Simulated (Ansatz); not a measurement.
A run for Ansatz (a first-principles code): R-PBE/def2-TZVPP on AlAsH4 (SMILES [AlH2][AsH2]), a point of a torsion scan.

Ansatz 0.2 input:
```yaml
crystal:
  periodic: [false, false, false]
  atoms:
    - {symbol: Al, position_ang: [-0.83881321, 0.10509024, -0.09576903]}
    - {symbol: As, position_ang: [1.55242031, 0.16704914, -0.27758202]}
    - {symbol: H, position_ang: [-1.57564598, -1.25739503, -0.29025631]}
    - {symbol: H, position_ang: [-1.89011932, 1.22071980, 0.18116731]}
    - {symbol: H, position_ang: [1.33322676, -1.24600520, 0.23776592]}
    - {symbol: H, position_ang: [1.20022895, -0.34326493, -1.66701525]}
basis:
  gaussian:
    orbitals: def2-TZVPP
hamiltonian:
  xc: {name: PBE}
scf: {lower_state_search: off}
```

Program output:

```
WARN ansatz: RAYON_NUM_THREADS=1 ignored (pool sized by the plan → 1); use --threads N
Functional definition: PBE
these checks for a lower state are left out or cut short: stability, starts, cluster_reference, orbital_swaps, neighbouring_geometries, increment
integrals: 0.06 GiB planned
878 factors; their error is unknown
mean field: 0.43 GiB planned
mean field evaluation 1: about -67488.4607 eV, gradient 2.3e1 eV
mean field evaluation 2: about -67489.2463 eV, gradient 1.7e1 eV
mean field evaluation 4: about -67490.0276 eV, gradient 1.0e0 eV
mean field evaluation 8: about -67490.0218 eV, gradient 2.4e-2 eV
mean field evaluation 16: about -67490.0218 eV, gradient 2.3e-6 eV
mean field -67490.02180527 eV, -2480.2125549638 hartree, gradient 2.3e-6 eV, S^2 0.000000; 0 other end points of the search recorded, 0 dependent functions left out
reference -67490.02184721 eV, -2480.2125565052 hartree; 25, 25 occupied and 121, 121 virtual orbitals, 878 factors
Total energy: -67490.02184721 eV, -2480.2125565052 hartree
Checks for a lower state left out: stability, starts, cluster_reference, orbital_swaps, neighbouring_geometries, increment
```

The calculation finished and met its thresholds.

Cost: around 1.1 core-seconds (rough).
